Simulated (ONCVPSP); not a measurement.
## What one change does to a pseudopotential (boron (B), ONCV)

* Element: B
* Generator: ONCVPSP 4.0.1
* Type: optimised norm-conserving Vanderbilt (ONCV)
* Functional: PBE
* Relativity: scalar-relativistic
* Frozen core: [He]
* Valence charge: 3
* Reference configuration: 2s2 2p1
* Partial waves: 2s: rc 1.10 bohr, ncon 3, nbas 7, qcut 6.3 1/bohr, 2 projectors, debl 3.3 Ha; 2p: rc 2.45 bohr, ncon 4, nbas 8, qcut 4.7 1/bohr, 1 projector; d scattering state at 0.3 Ha: rc 2.40 bohr, ncon 4, nbas 7, qcut 4.2 1/bohr, 1 projector
* Local potential: polynomial inside 0.80 bohr (lpopt 1, dvloc0 0 Ha)
* Core correction: Teter function, fcfact 1.5, rcfact 1.2

Change: all radii but the core radius scaled by about 0.79 (s 0.86, p 1.94, d 1.90 bohr); local potential polynomial inside 0.64 bohr (lpopt 1, dvloc0 0 Ha).

Cutoffs: the cutoffs (Ha) at which the residual kinetic energy of the hardest occupied pseudo-wave falls to 1 and 0.1 mHa per electron; they do not see the model core or the augmentation charge, which bear on the density cutoff. Errors are all-electron minus pseudo energies relative to the spin-unpolarised reference configuration.

Question: Predict the effect on cutoff, ghosts and configuration errors.

Answer: The potential gets harder (12 Ha and 16 Ha → 125 Ha and 216 Ha); the bound ghosts move from d to s; of the 4 tests that both files solve, the error grows in 0 and shrinks in 4 by more than 15 % and 0.3 meV (median size 28.7 → 19.1 meV). A smaller radius makes the pseudo-wave follow the all-electron one further in, where it bends more sharply, so more plane waves are needed. Less of the atom is replaced, so other configurations are described better.

| quantity | base | changed |
| --- | --- | --- |
| cutoff, loose | 12 Ha | 125 Ha |
| cutoff, tight | 16 Ha | 216 Ha |
| loose cutoff by channel | s 12 Ha, p 7.9 Ha | s 125 Ha, p 9.8 Ha |
| bound ghosts | d | s |
| GHOST(+) flags under 300 eV | none | d at 82.0 eV |
| error for 2s2 2p0, meV [ΔE 8.22 eV] | +48 | +34 |
| error for 2s1 2p0, meV [ΔE 33.64 eV] | +177 | +119 |
| error for 2s2 2p0.5, meV [ΔE 2.89 eV] | +6.0 | +4.1 |
| error for 2s1 2p2, meV [ΔE 5.85 eV] | -9.7 | 0.0 |
| rms error of d²Exc/dni dnj with the model core, mHa | 1.96 | 2.26 |

 A true bound ghost makes a file unfit for plane-wave use even where its test errors are small: the radial tests pick states by their node count and pass the ghost by.
